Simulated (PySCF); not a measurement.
## C7H9F3O: full NMR table

```
Formula                               : C7H9F3O
SMILES                                : CO[C@@H]1C/C(=C/C(F)F)[C@@H]1F
Point group of the computed structure : C1
Degrees of unsaturation               : 2
Carbon signals                        : 7
Proton signals                        : 7
```

Atom-mapped SMILES (the numbers label the heavy atoms): `[CH3:1][O:2][C@@H:3]1[CH2:4]/[C:5](=[CH:6]/[CH:7]([F:8])[F:9])[C@@H:10]1[F:11]`. Hydrogens are named by the atom that carries them. Ha(C4) is cis to O2 on the ring; Hb(C4) is trans to O2 on the ring.

Theory: geometry: GFN2-xTB, σ from GIAO-PBE0/pcSseg-1, in PySCF (equivalent nuclei averaged, non-relativistic, one conformer, no solvent model).

References, each an isolated molecule treated in the same way: 1H (31.72 ppm), 13C (186.93 ppm) vs TMS; CFCl3 for 19F (170.95 ppm); H2O for 17O (336.08 ppm).

```tsv
carbon	δC, type	δH (multiplicity)	HMBC from (2–3 bonds)	span of the C tensor (ppm)
C1	61.1, CH3	3.71 (s)	H(C3)	90
C3	77.5, CH	3.95 (m)	H(C10), H(C1), Hb(C4), Ha(C4)	58
C4	36.0, CH2	Hb(C4) 2.90 (m); Ha(C4) 2.87 (m)	H(C6), H(C10), H(C3)	35
C5	156.6, C	–	H(C7), H(C6), H(C10), H(C3), Hb(C4), Ha(C4)	213
C6	134.8, CH	6.17 (m)	H(C7), H(C10), Hb(C4), Ha(C4)	191
C7	118.2, CH	6.98 (m)	H(C6)	38
C10	92.9, CH	5.59 (m)	H(C6), H(C3), Hb(C4), Ha(C4)	74
```

Other nuclei:
```csv
atoms,nucleus,environment,δ (ppm),σ (ppm)
F8,19F,fluorine of a CF2 group,-121.0,292.0
F9,19F,fluorine of a CF2 group,-143.4,314.4
F11,19F,fluorine on an sp3 carbon,-226.6,397.6
O2,17O,ether oxygen,35.1,300.9
```

- Carbon types of the structure: 1 × C, 4 × CH, 1 × CH2, 1 × CH3, which accounts for all hydrogens.
- δC 156.6: fully substituted alkene carbon; as expected for a trigonal carbon in a double bond.
- δC 134.8: alkene CH; the olefinic region.
- δC 118.2: allylic sp3 CH bonded to 2 F; 2 electronegative neighbours deshield it.
- δC 92.9: allylic sp3 CH bonded to F; pulled downfield by the heteroatom.
- δC 77.5: sp3 CH bonded to O; the inductive effect lowers its shielding.

Splittings by 19F in the carbon and heteronuclear signals aren't shown, as no couplings were computed. Shifts are as computed. Against solution values, carbons near 30 ppm lie about +3 ppm off and those near 130 ppm about +5 ppm. Of 1211 compounds with measured shifts, 218 miss one by over three times the rms of a fit or turn the order of signals round; such compounds aren't used in these exercises. Unscaled 19F shifts against computed CFCl3 carry errors that often reach 10 to 50 ppm. Experimental scales use liquid or dissolved standards, which lie at an offset from isolated H2O (liquid H2O: subtract about 36 ppm). Multiplicities follow the n + 1 count of equivalent neighbours, as no J values were calculated; m marks all less simple cases, F and P coupling included.
